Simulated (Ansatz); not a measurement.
This geometry of C$_{2}$H$_{6}$O$_{2}$Si (11 atoms, charge 0, multiplicity 1) is a first-order saddle point.

Method: RHF/cc-pVDZ (Ansatz).

```xyz
11
Properties=species:S:1:pos:R:3
O -0.936 2.090 0.789
C 0.152 1.972 0.314
Si 0.721 0.294 -0.480
C -0.593 -1.027 -0.074
O 0.037 -2.079 0.622
H 0.838 2.845 0.312
H 2.057 -0.058 0.060
H 0.841 0.549 -1.943
H -1.069 -1.383 -0.994
H -1.369 -0.545 0.530
H -0.614 -2.714 0.883
```

Q: Which two structures does it join? (They come from a converged band through this point; their orientation in space is the band's.)

A: No bond is made or broken. The dihedral H7–Si3–C4–O5 goes from -62 to 52°.

Initial state:

```xyz
11
Properties=species:S:1:pos:R:3
O -1.113 2.146 0.372
C 0.022 2.036 0.018
Si 0.805 0.281 -0.233
C -0.553 -0.981 0.160
O 0.000 -2.265 -0.026
H 0.621 2.954 -0.163
H 1.971 0.154 0.680
H 1.279 0.176 -1.638
H -1.411 -0.806 -0.498
H -0.902 -0.831 1.187
H -0.654 -2.921 0.161
```

Final state:

```xyz
11
Properties=species:S:1:pos:R:3
O -0.895 2.075 0.727
C 0.247 1.807 0.511
Si 0.668 0.315 -0.654
C -0.530 -1.091 -0.228
O -0.172 -1.539 1.061
H 1.045 2.427 0.968
H 2.085 -0.092 -0.470
H 0.462 0.781 -2.053
H -0.469 -1.897 -0.969
H -1.551 -0.696 -0.251
H -0.824 -2.146 1.380
```

Q: How far does it lie above each of them?

A: 6.9 kJ/mol above the first and 6.0 kJ/mol above the second. This is the barrier of this one path; another mechanism may lie lower.

Time of the run: 110 s on 1 thread of Arm Neoverse V2, with other jobs on the host, peak memory 0.2 GiB.
